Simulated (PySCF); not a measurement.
# Simulated characterisation data

- GIAO PBE0/pcSseg-1 shieldings
- coordinates at the GFN2-xTB level
- run in PySCF 2.14.0 with density-fitted response routines
- one averaged value for each set of equivalent atoms, gas phase, a single conformation, relativity neglected

Shifts are taken against calculated references (same method and geometry level): TMS for 1H (σref 31.72), 13C (σref 186.93). Splittings of carbon signals by F and P are missing where no couplings were computed. Where no couplings were computed, multiplicities follow the n + 1 count of equivalent neighbours, and m marks all less simple cases (inequivalent or close neighbours, rings, F or P nearby). Shifts are as computed. Against solution values, carbons near 30 ppm lie about +3 ppm off and those near 130 ppm about +5 ppm. Of 1211 compounds with measured shifts, 218 miss one by over three times the rms of a fit or turn the order of signals round; such compounds aren't used in these exercises.

**1.** SMILES C[C@@H]1[C@H](C)C[P@]1(C)=O, C$_{6}$H$_{13}$OP. 1H NMR (600 MHz, computed): δ 2.43 (m, 1H), 2.37 (m, 1H), 2.16 (m, 1H), 1.69 (m, 1H), 1.35 (m, 3H), 1.29 (m, 3H), 1.07 (d, 3H). 13C{1H} NMR (computed): δ 49.9 (CH), 45.8 (CH2), 23.7 (CH), 18.9 (CH3), 18.4 (CH3), 10.1 (CH3).

**2.** `CP1(=O)CCCCC1`, C$_{6}$H$_{13}$OP. 1H NMR (600 MHz, computed): δ 2.02 (m, 2H), 1.91 (m, 2H), 1.71 (m, 1H), 1.70 (m, 2H), 1.29 (m, 3H), 1.08 (m, 2H), 1.08 (m, 1H). 13C{1H} NMR (computed): δ 36.3 (CH2), 31.2 (CH2), 28.0 (CH2), 14.9 (CH3).

**3.** SMILES C[C@@H]1CCCC[P@H]1=O, C$_{6}$H$_{13}$OP. 1H NMR (600 MHz, computed): δ 6.70 (m, 1H), 2.17 (m, 1H), 1.99 (m, 1H), 1.84 (m, 1H), 1.71 (m, 1H), 1.67 (m, 1H), 1.50 (m, 1H), 1.34 (m, 3H), 1.26 (m, 1H), 1.12 (m, 1H), 0.87 (m, 1H). 13C{1H} NMR (computed): δ 40.3 (CH), 34.7 (CH2), 33.8 (CH2), 31.1 (CH2), 26.8 (CH2), 17.2 (CH3).

**4.** `CO/C=P/C(C)(C)C`, C$_{6}$H$_{13}$OP. 1H NMR (600 MHz, computed): δ 9.42 (m, 1H), 3.78 (s, 3H), 1.27 (m, 9H). 13C{1H} NMR (computed): δ 218.2 (CH), 61.3 (CH3), 34.5 (CH3), 34.4 (C).
